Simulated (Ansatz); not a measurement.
Sn(vinyl)I3 (C₂H₃I₃Sn): single points at one geometry.

```yaml
crystal:
  periodic: [false, false, false]
  atoms:
    - {symbol: Sn, position_ang: [-0.179539, 0.321624, -1.247754]}
    - {symbol: C, position_ang: [-0.200954, 0.331259, 0.907011]}
    - {symbol: C, position_ang: [0.367640, -0.646625, 1.627018]}
    - {symbol: H, position_ang: [-0.710918, 1.194762, 1.368988]}
    - {symbol: H, position_ang: [0.878524, -1.512261, 1.171009]}
    - {symbol: H, position_ang: [0.347140, -0.625515, 2.731788]}
    - {symbol: I, position_ang: [2.372901, 0.302479, -2.184788]}
    - {symbol: I, position_ang: [-1.460432, 2.534552, -2.159867]}
    - {symbol: I, position_ang: [-1.414363, -1.900255, -2.213427]}
basis:
  gaussian: {orbitals: def2-TZVP, initial_orbitals: start.molden}
hamiltonian: {xc: pbe, dispersion: d4}
scf: {omitted_lower_state_checks: [starts]}
output: {orbitals: {seedname: orbitals}}
```

The file start.molden holds the orbitals of an earlier run on this structure, at another level or in another basis.

```sh
$ ansatz run in.yaml --threads 2 --pin off --events-out ev --progress --plain --max-ram 32768MiB --backend cuda --devices 0, --max-vram 18GiB
```

Shortened log:

```
Functional definition: PBE
1981 factors; their error is unknown
mean field evaluation 1: about -32257.5497 eV, gradient 9.6e0 eV
mean field evaluation 2: about -32257.6941 eV, gradient 1.6e-1 eV
mean field evaluation 4: about -32257.6548 eV, gradient 6.5e-4 eV
mean field -32257.65482941 eV, -1185.4469499570 hartree, gradient 9.4e-6 eV, S^2 0.000000; 0 other end points of the search recorded, 0 dependent functions left out
reference -32257.65487461 eV, -1185.4469516182 hartree; 56, 56 occupied and 224, 224 virtual orbitals, 1981 factors
Total energy: -32258.07239076 eV, -1185.4622950537 hartree
Checks for a lower state left out: starts
```

Hardware: 2 threads of AMD EPYC 7R13 on a shared host and a share (18 GiB) of an NVIDIA H100 80GB HBM3. Wall time 11 s, peak host memory 0.83 GiB.

First input, but with `gaussian: {orbitals: def2-SVP, initial_orbitals: start.molden}`, `hamiltonian: {xc: pbe0, dispersion: d4}` (abridged; 5.5 s, on the CPU threads alone):

```
Functional definition: PBE0
mean field -32256.93393861 eV, -1185.4204577088 hartree, gradient 3.0e-5 eV, S^2 0.000000
Total energy: -32257.30854579 eV, -1185.4342242687 hartree
Checks for a lower state left out: starts
```

The first input with `correlation: {method: mp2}` and without the key `hamiltonian` (abridged; 9.5 s):

```
Functional definition: HF
mean field -32135.86052064 eV, -1180.9710916650 hartree, gradient 2.5e-6 eV, S^2 0.000000; unrestricted orbitals would lower it
18 core orbitals not correlated: weight in the atoms' cores, before any rotation towards them, 1.000 or more for the frozen orbitals, at most 0.000 for the correlated occupied ones
second order -57.48664595 eV of doubles, -0.00000000 eV of singles
Total energy: -32193.34716659 eV, -1183.0836869379 hartree
Checks for a lower state left out: starts
```

As the first input, with `hamiltonian: {xc: pbe}`, `correlation: {method: rpa}` and without the key `output` (abridged; 14 s):

```
Functional definition: PBE
mean field -32257.65478919 eV, -1185.4469484789 hartree, gradient 1.9e-6 eV, S^2 0.000000
18 core orbitals not correlated: weight in the atoms' cores, before any rotation towards them, 1.000 or more for the frozen orbitals, at most 0.000 for the correlated occupied ones
Total energy: -32209.20736767 eV, -1183.6665385768 hartree
Checks for a lower state left out: starts
```

The first input with `gaussian: {orbitals: def2-SVP, initial_orbitals: start.molden}` (abridged; 3 s, on the CPU threads alone):

```
Functional definition: PBE
mean field -32254.26976201 eV, -1185.3225510245 hartree, gradient 6.7e-5 eV, S^2 0.000000
Total energy: -32254.68731821 eV, -1185.3378959318 hartree
Checks for a lower state left out: starts
```

Geometry: PBE-D4/def2-SVP.

In the def2 sets I, Sn take a core potential; there is no spin–orbit coupling. Correlated methods freeze 18 core orbitals; core or outer-core shells of Sn, I are correlated, in sets that lack core-valence functions. At MP2/def2-TZVP the restricted singlet (for correlated methods, its reference) is unstable: a solution with broken spin symmetry lies lower.
